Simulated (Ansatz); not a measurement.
Reactions of `[OH][Ge][O][SiH3]`.

Isolated molecules relaxed with PBE0-D4/def2-TZVP in Ansatz; ΔE leaves out vibrations. CCSD(T)/CBS is the MP2 limit (def2-TZVPP, def2-QZVPP) plus CCSD(T) − MP2 in def2-TZVPP, frozen cores. This one scheme is used for every species, atoms too. Open shells (•) are unrestricted, without spin–orbit coupling. Spin–orbit coupling would lower the free atoms: a little for O, Si; clearly for Ge. For Ge, Se outer-core shells are correlated without core-valence functions, so the limit isn't a true one: a few kJ/mol of doubt a bond, and 10 to 20 or more in all where bonds break to atoms. Scalar relativity is left out up to krypton. Each species was taken in one conformer, which may not be the lowest.

Q: Order these by ΔE at CCSD(T)/CBS, lowest first. (An estimate is asked.)
A. `[OH][Ge][O][SiH3]` + `O[SiH3]` → `[SiH3][O][Ge][O][SiH3]` + H₂O
B. `[OH][Ge][O][SiH3]` → Ge• + 4 H• + 2 O• + Si•
C. `[OH][Ge][O][SiH3]` → `[OH][Ge][OH]` + `[SiH2]`
D. `[OH][Ge][O][SiH3]` + CH₃OH → `C[O][Ge][OH]` + `O[SiH3]`
E. `[OH][Ge][O][SiH3]` + H₂ → `[SiH3][O][GeH]` + H₂O
F. `[OH][Ge][O][SiH3]` + `O[SiH2][AlH2]` → `[AlH2][SiH2]O[SiH3]` + `[OH][Ge][OH]`
G. `[OH][Ge][O][SiH3]` + `O=C(O)[SeH]` → `O=C([SeH])O[SiH3]` + `[OH][Ge][OH]`

A: A (-16.6 kJ/mol), F (+3.9 kJ/mol), D (+13.2 kJ/mol), G (+26.2 kJ/mol), E (+100.2 kJ/mol), C (+342.9 kJ/mol), B (+2782.2 kJ/mol).

Largest T1 diagnostic: 0.015, for `C[O][Ge][OH]`.
